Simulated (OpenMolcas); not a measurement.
Co+: terms and fine structure

| Property | Result |
| --- | --- |
| Program | OpenMolcas |
| Method | CASSCF |
| Basis | ANO-RCC-VQZP [7s6p4d3f2g1h] |
| Scalar Hamiltonian | DKH2, point nucleus |
| Active space | 8 electrons in 5 orbitals (3d) |
| State averaging | 2S+1 = 3 even, 10 roots; 2S+1 = 1 even, 15 roots |
| Spin-orbit coupling | state interaction with AMFI integrals over the reference wave functions, term energies averaged over their components |

Spin-free terms above the lowest, with the occupations of the reference:

```json
{"Configuration": "3d⁸", "Term": "³F", "E (cm⁻¹)": "0.0", "Occupations": "3d 8.00"}
{"Configuration": "3d⁸", "Term": "¹D", "E (cm⁻¹)": "13882", "Occupations": "3d 8.00"}
{"Configuration": "3d⁸", "Term": "³P", "E (cm⁻¹)": "16940", "Occupations": "3d 8.00"}
{"Configuration": "3d⁸", "Term": "¹G", "E (cm⁻¹)": "21753", "Occupations": "3d 8.00"}
{"Configuration": "3d⁸", "Term": "¹S", "E (cm⁻¹)": "53497", "Occupations": "3d 8.00"}
```

With spin-orbit coupling, above the lowest level:

```
Configuration  Term  J  E (cm⁻¹)  Measured (cm⁻¹)  Term weight %
          3d⁸    ³F  4       0.0              0.0            100
          3d⁸    ³F  3       962              950            100
          3d⁸    ³F  2      1633             1597            100
          3d⁸    ¹D  2     14487                              95
          3d⁸    ³P  2     17586                              95
          3d⁸    ³P  1     17901                             100
          3d⁸    ³P  0     18101                             100
          3d⁸    ¹G  4     22487                             100
          3d⁸    ¹S  0     54258                             100
```

Against the 2 measured excited levels shown (NIST Handbook of Basic Atomic Spectroscopic Data) the mean absolute deviation is 24 cm-1; the largest miss in energy is 3d⁸ ³F₂: computed 1633, measured 1597 cm⁻¹ (+2.3 %).

Spin-orbit coupling puts the lowest level 724 cm⁻¹ below the lowest spin-free term.

A least-squares Racah fit to the terms below 60000 cm-1, each weighted by 2L + 1 and with a free common offset, gives B = 1128 cm-1 and C = 4100 cm-1 (C/B = 3.63), with an rms deviation of 16 cm-1.

For ³F the intervals divided by the larger J are -223.9, -240.4 cm-1. Landé's interval rule makes them equal in pure LS coupling; they differ by 7 % of their mean. The multiplet is inverted.

Without dynamic correlation excited terms often stand tens of per cent too high (terms of higher spin than the ground term too low), and those without a measured partner can miss by more than the paired ones. Computed and measured levels are paired by configuration, term and J; levels that our copy of the source lacks, or whose pairing is in doubt (as where it misses far off the trend of its configuration), stay unpaired and out of the deviations. Only configurations of the active space appear.

The term weight is that of the spin-free term in the level, not the purity of its configuration.
